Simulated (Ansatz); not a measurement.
A geometry relaxed with Ansatz (an electronic-structure program) with PBE0-D3(BJ)/def2-TZVP, charge 0, multiplicity 1:

```xyz
4

I      2.0969    -0.2406     0.0071
I     -0.8400     1.9362    -0.0040
B      0.0000     0.0000    -0.0003
I     -1.2568    -1.6956    -0.0028
```

Task: Write the SMILES of this molecule.

Result: `IB(I)I`
